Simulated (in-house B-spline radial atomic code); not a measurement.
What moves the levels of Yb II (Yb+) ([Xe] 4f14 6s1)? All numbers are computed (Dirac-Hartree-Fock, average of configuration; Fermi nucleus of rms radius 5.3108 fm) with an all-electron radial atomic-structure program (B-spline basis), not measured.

Baseline run (computed): total energy -14067.4382 hartree, 1s1/2 at -2267.871 hartree, 6s1/2 at -11.315 eV with <r> = 3.762 bohr.

Scaling the speed of light c (a factor of 100 is close to the non-relativistic limit):

```
c/c0  ΔE (hartree)  6s1/2 level (eV)  6s1/2 <r> (bohr)
 0.9       -189.55          -11.5616             3.684
0.98        -32.29          -11.3562             3.749
1.02         30.03          -11.2775             3.774
   2        523.97          -10.7007             3.973
 100        676.46          -10.5373             4.035
```

Changing the nucleus:

```
                                          nucleus  ΔE (eV)
         Gaussian nucleus of rms radius 5.3108 fm   -0.291
uniform spherical nucleus of rms radius 5.3108 fm   0.0744
           Gaussian nucleus of rms radius 0.01 fm    -45.5
            Fermi nucleus of rms radius 5.2046 fm    -1.54
             Fermi nucleus of rms radius 5.417 fm     1.56
```

A larger nucleus binds the electrons less, roughly as the density at the nucleus times the change of the nuclear <r²>. At equal rms radius the shape enters only through higher moments. A radius of 0.01 fm is nearly a point.

(1) The nuclear charge is raised by 0.1. What does the Hellmann-Feynman theorem predict for the energy, and what is found?

Results:

(1) dE/dZ ≈ -Σ<1/r>, which is -498.986 at the start and -500.077 at the end; their mean times 0.1 is -49.953 hartree, and the two runs differ by -49.951 hartree.
